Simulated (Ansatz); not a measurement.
Start from `OC(F)S[SiH3]` and change one atom or group to get `OC(F)BCl`.

Ansatz, PBE0-D4/def2-TZVP geometries, multiplicity 1. Each molecule was computed in one conformer, which needn't be the lowest.

| property | `OC(F)S[SiH3]` |
| --- | --- |
| HOMO energy (B3LYP/def2-TZVPP) / eV | -7.36 |
| HOMO energy (ωB97M-V/def2-TZVPP) / eV | -9.80 |
| LUMO energy (ωB97M-V/def2-TZVPP) / eV | 1.65 |
| size of the dipole moment (B3LYP/def2-TZVPP) / D | 1.59 |
| LUMO energy (PBE/def2-TZVPP) / eV | -1.08 |
| HOMO–LUMO gap (ωB97M-V/def2-TZVPP) / eV | 11.44 |

Give the same properties after the change, and the shifts. (Best estimate.)

Ansatz gave: 
```csv
property,`OC(F)BCl`,shift
HOMO energy (B3LYP/def2-TZVPP) / eV,-8.43,-1.07
HOMO energy (ωB97M-V/def2-TZVPP) / eV,-10.94,-1.14
LUMO energy (ωB97M-V/def2-TZVPP) / eV,0.22,-1.43
size of the dipole moment (B3LYP/def2-TZVPP) / D,1.79,0.20
LUMO energy (PBE/def2-TZVPP) / eV,-2.86,-1.78
HOMO–LUMO gap (ωB97M-V/def2-TZVPP) / eV,11.16,-0.28
```

With PBE0 the HOMO falls by 1.04 eV and the LUMO falls by 1.70 eV, so the gap narrows by about 0.66 eV. PBE moves the HOMO by -0.79 eV and ωB97M-V by -1.14 eV. The zero-point energy changes by -35.3 kJ/mol with -6 modes. Dipoles are sizes alone; their direction can turn.

B3LYP here is the variant with VWN-RPA as its local correlation; programs differ in this.
